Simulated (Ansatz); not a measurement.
Relaxation of H$_{7}$N$_{3}$OSi (12 atoms, charge 0, multiplicity 1), to a largest force component of 0.02 eV/Å in at most 40 steps.

Level of theory: RKS r2SCAN-D4/STO-3G in Ansatz.

```xyz
12
Properties=species:S:1:pos:R:3:forces:R:3
Si 0.000 0.000 0.000 -0.22 -0.29 -3.07
O 0.000 0.000 1.680 0.82 -0.12 0.70
H -0.909 -0.281 2.017 -0.40 0.00 -0.28
N 1.716 0.000 -0.606 -2.24 0.27 0.81
H 2.215 -0.918 -0.787 -0.30 1.65 0.18
H 2.217 0.918 -0.778 -0.20 -1.66 0.05
N -0.857 1.485 -0.606 1.17 -1.62 0.57
H -1.877 1.430 -0.889 1.52 0.66 0.24
H -0.337 2.406 -0.677 -1.32 -0.99 -0.15
N -0.857 -1.485 -0.606 0.98 1.78 0.82
H -1.392 -2.101 0.070 0.62 0.45 -1.47
H -0.822 -1.734 -1.636 -0.41 -0.13 1.61
```

Question: Where does it end, and by what steps?

Answer: It converged. Limits of this set-up: minimal basis. After 24 steps the energy has fallen by 1.269 eV; H3 moved furthest, 0.99 Å.

```json
{"step": "0", "energy less start (eV)": "0.0000", "largest force component (eV/Å)": "3.071", "accepted": "yes"}
{"step": "1", "energy less start (eV)": "-0.7240", "largest force component (eV/Å)": "1.680", "accepted": "yes"}
{"step": "2", "energy less start (eV)": "-0.8656", "largest force component (eV/Å)": "0.570", "accepted": "yes"}
{"step": "3", "energy less start (eV)": "-0.9652", "largest force component (eV/Å)": "0.607", "accepted": "yes"}
{"step": "4", "energy less start (eV)": "-0.9006", "largest force component (eV/Å)": "2.574", "accepted": "no"}
{"step": "5", "energy less start (eV)": "-1.0718", "largest force component (eV/Å)": "0.401", "accepted": "yes"}
{"step": "6", "energy less start (eV)": "-1.1511", "largest force component (eV/Å)": "0.743", "accepted": "yes"}
{"step": "7", "energy less start (eV)": "-1.1803", "largest force component (eV/Å)": "0.497", "accepted": "yes"}
{"step": "8", "energy less start (eV)": "-1.1796", "largest force component (eV/Å)": "0.350", "accepted": "no"}
{"step": "9", "energy less start (eV)": "-1.1881", "largest force component (eV/Å)": "0.090", "accepted": "yes"}
{"step": "10", "energy less start (eV)": "-1.1899", "largest force component (eV/Å)": "0.050", "accepted": "yes"}
{"step": "11", "energy less start (eV)": "-1.1921", "largest force component (eV/Å)": "0.074", "accepted": "yes"}
{"step": "12", "energy less start (eV)": "-1.1930", "largest force component (eV/Å)": "0.250", "accepted": "yes"}
{"step": "13", "energy less start (eV)": "-1.1973", "largest force component (eV/Å)": "0.414", "accepted": "yes"}
{"step": "14", "energy less start (eV)": "-1.2233", "largest force component (eV/Å)": "0.283", "accepted": "yes"}
{"step": "15", "energy less start (eV)": "-1.2294", "largest force component (eV/Å)": "0.354", "accepted": "yes"}
{"step": "16", "energy less start (eV)": "-1.2408", "largest force component (eV/Å)": "0.468", "accepted": "yes"}
{"step": "17", "energy less start (eV)": "-1.2616", "largest force component (eV/Å)": "0.104", "accepted": "yes"}
{"step": "18", "energy less start (eV)": "-1.2642", "largest force component (eV/Å)": "0.074", "accepted": "yes"}
{"step": "19", "energy less start (eV)": "-1.2620", "largest force component (eV/Å)": "0.570", "accepted": "no"}
{"step": "20", "energy less start (eV)": "-1.2672", "largest force component (eV/Å)": "0.033", "accepted": "yes"}
{"step": "21", "energy less start (eV)": "-1.2652", "largest force component (eV/Å)": "0.251", "accepted": "no"}
{"step": "22", "energy less start (eV)": "-1.2690", "largest force component (eV/Å)": "0.034", "accepted": "yes"}
{"step": "23", "energy less start (eV)": "-1.2690", "largest force component (eV/Å)": "0.068", "accepted": "no"}
{"step": "24", "energy less start (eV)": "-1.2692", "largest force component (eV/Å)": "0.008", "accepted": "yes"}
```

```xyz
12
Properties=species:S:1:pos:R:3
Si -0.140 -0.077 -0.085
O -0.314 -0.455 1.569
H -0.255 0.456 2.022
N 1.480 0.019 -0.801
H 2.072 -0.785 -0.475
H 1.985 0.858 -0.420
N -0.759 1.570 -0.290
H -1.809 1.546 -0.335
H -0.489 1.917 -1.244
N -1.012 -1.370 -0.901
H -1.248 -2.137 -0.227
H -0.415 -1.823 -1.631
```

Whether the end is a true minimum wasn't checked by a vibrational analysis.

Run time: 83 s on 1 thread of Arm Neoverse V2, on a shared host, peak memory 0.14 GiB.
